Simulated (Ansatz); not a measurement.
Species: AsH$_{4}$, charge 1, multiplicity 1. 
Coordinates optimised at B3LYP-D3(BJ)/def2-TZVP (Ansatz, a quantum-chemistry and plane-wave program):
SMILES: [AsH4+]
```xyz
5

As     0.0000     0.0000     0.0000
H     -0.8609    -1.1181    -0.4823
H     -0.5411     1.2960    -0.5016
H      1.3897    -0.1882    -0.5073
H      0.0123     0.0103     1.4912
```
Charge +1, spin multiplicity 1.

Basis-set convergence of Hartree-Fock and CCSD correlation energies (hartree) with Ansatz. Cores are frozen in the correlated levels unless marked. No spin-orbit coupling. Frozen are the shells of the preceding noble gas and the d and f shells that filled before the atom's block. No relativistic terms.

```csv
basis,functions,E(HF),"E(corr, CCSD)"
cc-pVDZ,47,-2236.20318,-0.14892
cc-pVTZ,99,-2236.28002,-0.17762
cc-pVQZ,188,-2236.28419,-0.18617
```

Extrapolating the two largest sets (X = 3 and 4) as X^-3: E(corr) = (64·(-0.18617) - 27·(-0.17762))/37 = -0.1924 Eh, an estimate of the basis-set limit. The largest set recovers 96.8 % of it, the smallest 77.4 %.
